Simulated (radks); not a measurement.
Effect of the nuclear size on the praseodymium ion Pr2+, [Xe] 4f3. Method: Dirac Kohn-Sham, LDA (Slater exchange, Perdew-Wang correlation), spin-unpolarised, spherical densities, finite nucleus; open shells fill j = l - 1/2 first; Fermi nuclear charge, rms radius 4.8919 fm; computed with a radial shooting solver on a logarithmic mesh with Libxc functionals. The rms radius is varied about that value; shifts are against it.

rms radius (fm)  total energy shift (eV)  density at nucleus (e/bohr^3)  1s1/2 shift (meV)  2s1/2 shift (meV)  4p1/2 shift (meV)  5s1/2 shift (meV)  5p1/2 shift (meV)  4f5/2 shift (meV)  6s1/2 (empty) shift (meV)
3.9967                             -3.88                      4.336e+05              -1610               -199              0.376              -1.57              0.081              0.211                     -0.271
4.7109                            -0.835                      4.186e+05               -347              -42.8              0.081             -0.337              0.017              0.045                     -0.058
4.8919                                 0                      4.152e+05              0.000              0.000              0.000              0.000              0.000              0.000                      0.000
5.3175                              2.06                      4.078e+05                855                106             -0.199              0.831             -0.043             -0.112                      0.144
5.9926                              5.60                      3.975e+05               2330                287             -0.541               2.26             -0.116             -0.305                      0.391

Slopes of the eigenvalues against <r^2> in GHz/fm^2, as finite differences over the two radii next to the reference (eigenvalue slopes, not the field-shift constants of lines): 1s1/2 47800, 2s1/2 5890, 4p1/2 -11.1, 5s1/2 46.4, 5p1/2 -2.39, 4f5/2 -6.26, 6s1/2 (empty) 8.04.
